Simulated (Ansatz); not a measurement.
A nudged elastic band was laid between two geometries of CH9BGeSi (13 atoms, charge 0, multiplicity 1).

The calculation used Ansatz 0.2.0, RKS r2SCAN-D4/def2-SVP.

- movable images: 9
- climbing image: yes
- spring: 5.0 eV/Å²
- optimiser: quadratic models (default)
- start path: IDPP
- force threshold: 0.05 eV/Å
- iteration limit: 35
- end points: relaxed

Initial state:

```xyz
13
Properties=species:S:1:pos:R:3
C -1.198 1.696 -0.897
B -1.009 0.802 0.362
Ge 0.821 0.069 0.934
Si 1.009 -2.113 -0.030
H -1.264 2.720 -0.466
H -0.366 1.716 -1.617
H -2.156 1.546 -1.420
H -1.972 0.513 1.039
H 1.009 -0.101 2.453
H 2.014 0.885 0.395
H 0.863 -2.032 -1.517
H -0.066 -3.009 0.496
H 2.337 -2.725 0.283
```

Final state:

```xyz
13
Properties=species:S:1:pos:R:3
C -1.947 0.934 0.575
B -0.637 1.216 -0.216
Ge 1.186 0.439 0.321
Si 1.314 -1.749 -0.639
H -2.491 0.181 -0.034
H -1.838 0.522 1.589
H -2.622 1.806 0.593
H -0.705 1.825 -1.263
H 1.361 0.253 1.842
H 2.404 1.223 -0.203
H 1.199 -1.672 -2.128
H 0.191 -2.596 -0.128
H 2.606 -2.417 -0.295
```

(1) What changes between the two ends?

(2) Give the energies along the band, and the barrier.

(3) What is the geometry of the highest image?

(4) What are the harmonic wavenumbers there?

Results:

(1) No bond is made or broken. The dihedral C1–B2–Ge3–H10 goes from 23 to -157°.

(2) The run converged. The highest image is number 5 of 0 to 10, 1.8 kcal/mol above the first end and 1.7 kcal/mol above the last; the last end lies 0.1 kcal/mol above the first. A vibrational analysis at the climbing image gives one clearly imaginary mode, 65i cm⁻¹: a first-order saddle point.

| image | path coordinate (Å) | energy (kcal/mol) | dihedral C1–B2–Ge3–H10 (°) |
| --- | --- | --- | --- |
| 0 | 0.00 | 0.0 | 23 |
| 1 | 0.81 | 0.2 | 10 |
| 2 | 1.63 | 0.6 | -5 |
| 3 | 2.44 | 1.1 | -21 |
| 4 | 3.25 | 1.6 | -39 |
| 5 | 4.06 | 1.8 | -60 |
| 6 | 4.91 | 1.5 | -83 |
| 7 | 5.76 | 1.0 | -105 |
| 8 | 6.61 | 0.6 | -124 |
| 9 | 7.45 | 0.2 | -142 |
| 10 | 8.30 | 0.1 | -157 |

(3) 
```xyz
13
Properties=species:S:1:pos:R:3
C -1.192 2.239 -0.342
B -0.958 0.702 -0.340
Ge 0.865 -0.114 0.214
Si 0.967 -2.490 0.259
H -1.744 2.408 0.610
H -0.300 2.881 -0.311
H -1.885 2.582 -1.128
H -1.885 -0.030 -0.611
H 1.262 0.428 1.607
H 1.963 0.413 -0.739
H 0.645 -3.041 -1.094
H -0.037 -3.028 1.230
H 2.319 -2.987 0.658
```

(4) 65i, 74, 84, 116, 228, 237, 357, 443, 473, 529, 562, 647, 662, 819, 850, 857, 874, 938, 939, 1035, 1117, 1285, 1395, 1440, 2093, 2097, 2204, 2213, 2217, 2583, 2985, 3084, 3146 cm⁻¹.

The run took 5.3 min on 2 threads of Arm Neoverse V2 (shared host), peak memory 0.2 GiB.
